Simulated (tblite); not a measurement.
Compound: C4H10O2Si3.
Atom-mapped SMILES: `[CH2:1]=[C:2]([CH:3]=[O:4])[Si@H:5]([SiH3:6])[SiH2:7][CH:8]=[O:9]` (hydrogens: H10, H11 on C1; H12 on C3; H13 on Si5; H14, H15, H16 on Si6; H17, H18 on Si7; H19 on C8)

The geometry is computed with GFN2-xTB (gas phase).

Task: Give the optimised bond lengths and angles.

Result: 
```
            bond  length (Å)   order
           C1=C2       1.335  double
           C2–C3       1.453  single
           C3=O4       1.212  double
          C2–Si5       1.907  single
         Si5–Si6       2.336  single
         Si5–Si7       2.318  single
          Si7–C8       1.915  single
           C8=O9       1.210  double
          C1–H10       1.081  single
          C1–H11       1.077  single
          C3–H12       1.107  single
         Si5–H13       1.479  single
         Si6–H14       1.479  single
Si6–H15, Si6–H16       1.460  single
         Si7–H17       1.479  single
         Si7–H18       1.461  single
          C8–H19       1.107  single
```

Bonds in one row agree within 0.01 Å and their mean is given. Orders are formal, as drawn. A selection of angles:
```
      angle  degrees
   C1–C2–C3    119.1
  C1–C2–Si5    126.6
  C3–C2–Si5    114.4
   C2–C3–O4    124.4
 C2–Si5–Si6    106.9
 C2–Si5–Si7    105.0
Si6–Si5–Si7    111.7
 Si5–Si7–C8     97.6
  Si7–C8–O9    122.2
```

Torsions: C1–C2–C3–O4 -166° (antiperiplanar); C1–C2–Si5–Si6 -90°; C2–Si5–Si7–C8 89° (synclinal); Si5–Si7–C8–O9 19° (synperiplanar).

Si7 (SiH2 silicon) has angles from 97.6° to 128.1°. Si5 (SiH silicon) is distorted tetrahedral (angles from 102.5° to 116.1°). The C–C distances run from 1.335 Å (C1=C2, drawn double) to 1.453 Å (C2–C3, drawn single), a spread of 0.118 Å. Of the pairs four or more bonds apart, O4···Si7 is among the closest relative to their van der Waals radii: 2.67 Å, 74 % of the sum of Bondi's values. Si6 (SiH3 silicon) is distorted tetrahedral (angles from 104.5° to 114.0°).

Point group: C1 (no symmetry element, even within 0.4 Å). Its GFN2-xTB frequencies are all real (lowest 28 cm⁻¹). One conformer, not necessarily the lowest.

The run took 8.7 s wall, 7.0 s CPU on an Intel Xeon at 2.50 GHz with one thread, no GPU, on a shared host. That covers the optimisation of the geometry.
